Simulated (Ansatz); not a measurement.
Isolated molecules relaxed with PBE0-D4/def2-TZVP in Ansatz; ΔE leaves out vibrations. CCSD(T)/CBS is the MP2 limit (def2-TZVPP, def2-QZVPP) plus CCSD(T) − MP2 in def2-TZVPP, frozen cores. For As outer-core shells are correlated without core-valence functions, which leaves a few kJ/mol of doubt a bond. Scalar relativity is left out up to krypton. Each species was taken in one conformer, which may not be the lowest.

Consider the cleavage of the Si–Si bond: `N[Si]([SiH3])(Cl)O[SiH3]` + `O[AsH2]` → `[SiH3]O[AsH2]` + `N[SiH](Cl)O[SiH3]`.

`N[Si]([SiH3])(Cl)O[SiH3]`:

```xyz
14

N    -0.250    0.904   -1.599
Si    0.244    0.587    0.002
Si   -1.052    1.497    1.716
Cl    2.140    1.396    0.117
O     0.297   -1.020    0.260
Si    0.808   -2.384   -0.509
H    -1.170    0.658   -1.927
H     0.155    1.661   -2.123
H    -0.520    1.114    3.050
H    -1.061    2.980    1.600
H    -2.453    1.005    1.596
H    -0.181   -2.778   -1.544
H     0.912   -3.456    0.509
H     2.130   -2.163   -1.147
```

`O[AsH2]`:

Z-matrix (Å, degrees):
```
As
O 1 1.802
H 1 1.527 2 95.9
H 1 1.527 2 95.9 3 91.9
H 2 0.960 1 107.7 3 134.2
```

`[SiH3]O[AsH2]`:

```xyz
8

Si    0.360   -0.136    1.274
O     0.412   -0.113   -0.369
As   -0.957    0.304   -1.456
H    -0.676   -1.085    1.765
H     0.050    1.213    1.822
H     1.699   -0.570    1.739
H    -0.154    1.246   -2.352
H    -0.735   -0.858   -2.423
```

`N[SiH](Cl)O[SiH3]`:

Cartesian coordinates in Å:
```
N 0.209 0.167 -2.236
Si -0.702 0.128 -0.810
Cl -1.224 1.992 -0.071
O 0.182 -0.589 0.343
Si 0.556 -0.503 1.941
H 1.166 0.479 -2.227
H -0.240 0.369 -3.115
H -1.974 -0.570 -1.071
H 1.286 -1.745 2.289
H 1.421 0.675 2.200
H -0.679 -0.402 2.758
```

| species | CCSD(T)/CBS(def2) energy (Eh) |
| --- | --- |
| `N[Si]([SiH3])(Cl)O[SiH3]` | -1461.88119 |
| `O[AsH2]` | -2311.97217 |
| `[SiH3]O[AsH2]` | -2602.28728 |
| `N[SiH](Cl)O[SiH3]` | -1171.60384 |

Problem. Work out ΔE.

Solution. ΔE = (-2602.28728) + (-1171.60384) − (-1461.88119) − (-2311.97217) = -0.03776 Eh = -99.1 kJ/mol.

Largest T1 diagnostic among the species: 0.012.

The D4 term adds +5.4 kJ/mol with B3LYP and +3.5 kJ/mol with PBE0; it sums over pairs of atoms, weighted by their polarisabilities, and B3LYP, whose exchange is more repulsive, gets the larger term. From PBE to PBE0 (25 % exact exchange), in def2-TZVPP and without D4, ΔE moves by −9.4 kJ/mol. In def2-TZVPP, CCSD(T) changes the Hartree–Fock value by +29.2 kJ/mol (the triples alone add +4.2 kJ/mol) and MP2 by +21.7 kJ/mol.

B3LYP here is the variant with VWN-RPA as its local correlation; programs differ in this.
